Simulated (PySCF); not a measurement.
**Correlation energy of Pt²⁺ (platinum, charge +2)**

[Xe] 4f14 5d7 6p1, one real determinant (an excited configuration). Calculation: PySCF 2.14, in ANO-RCC-VTZP (8s7p5d3f1g, 84 functions); scalar relativity by spin-free X2C-1e. Frozen: [Kr] 4d10 4f14; 16 electrons correlated.

MP2 pair energies summed by pair of shells (mhartree):

```csv
pair,energy,share (%)
5p-5d,-139.08,35.5
5d-5d,-131.83,33.6
5p-5p,-46.11,11.8
5d-6p,-25.41,6.5
5s-5p,-20.17,5.1
5s-5d,-18.88,4.8
5p-6p,-6.97,1.8
5s-5s,-2.94,0.8
5s-6p,-0.42,0.1
```

Total MP2 correlation energy: -391.81 mhartree.

Same-spin part -134.35 and opposite-spin part -257.46 mhartree; SCS-MP2 scales them by 1/3 and 6/5 to -353.73 mhartree.

The reference is one real determinant that mixes LS terms of this configuration.
